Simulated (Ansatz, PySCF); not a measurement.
The pair A = HF (SMILES F) (first 2 atoms), B = SiH4 (SMILES [SiH4]); geometry from B3LYP-D3(BJ)/def2-TZVP.
(charge 0, multiplicity 1):
```xyz
7

F     -0.202    -0.429    -0.468
H     -0.101    -0.770     0.391
Si    -0.039     0.136     3.064
H      0.047    -1.017     2.123
H      1.049     1.084     2.749
H      0.115    -0.397     4.434
H     -1.357     0.781     2.901
```

Correlated levels freeze the cores. CBS(a, b) extrapolates the correlation energy as X⁻³ and adds the Hartree–Fock energy of set b.

The values were computed with Ansatz (Gaussian basis) for Hartree–Fock, density functionals and correlated methods; PySCF for the dispersion terms. Values without a source in brackets are computed.

The monomers are drawn apart, rigid, along the line of their centres of mass. Counterpoise-corrected interaction energies (kcal/mol):

| level | R = 4.240 Å | R = 4.942 Å |
|---|---|---|
| PBE/def2-TZVPPD | -0.9350 | -0.3536 |
| PBE-D3(BJ)/def2-TZVPPD | -1.2375 | -0.4997 |
| wB97M-V/def2-TZVPPD | -0.9040 | -0.3705 |
| CCSD(T)/CBS(aug-cc-pV(D+d)Z, aug-cc-pV(T+d)Z) | -0.9111 | -0.3687 |

Question: R is the distance of the centres of mass. Find the local exponent m of E ∝ R⁻ᵐ between the two points.

Answer: 
m = ln(E₁/E₂)/ln(R₂/R₁): PBE/def2-TZVPPD 6.3; PBE-D3(BJ)/def2-TZVPPD 5.9; wB97M-V/def2-TZVPPD 5.8; CCSD(T)/CBS(aug-cc-pV(D+d)Z, aug-cc-pV(T+d)Z) 5.9. For scale, two fixed dipoles give m = 3, dipole and quadrupole 4, quadrupoles 5, and dispersion or dipole-induced dipole 6 at long range; at these distances several terms mix, and what is left of overlap and damping shifts m, so it need not match one of them.

Ansatz is a quantum-chemistry and plane-wave program.
